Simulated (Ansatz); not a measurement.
Input for Ansatz (development build ahead of 0.2.0):

```yaml
crystal:
  periodic: [false, false, false]
  atoms:
    - { symbol: Li, position_ang: [0.0, 0.0, 0.0] }
    - { symbol: Be, position_ang: [0.0, 3.2458, 0.0] }
    - { symbol: Mg, position_ang: [0.0, -3.8978, 0.0] }
basis:
  gaussian: { orbitals: pcseg-2 }
magnetization:
  initial_magnetization: 1
hamiltonian:
  xc: pbe
```

The input is written out in the form of the current development build from the run's settings.

Results

```
Converged                       : yes
Total energy                    : -222.06193 hartree
Spin squared of the determinant : 0.750
Stability test                  : minimum among restricted orbitals
```
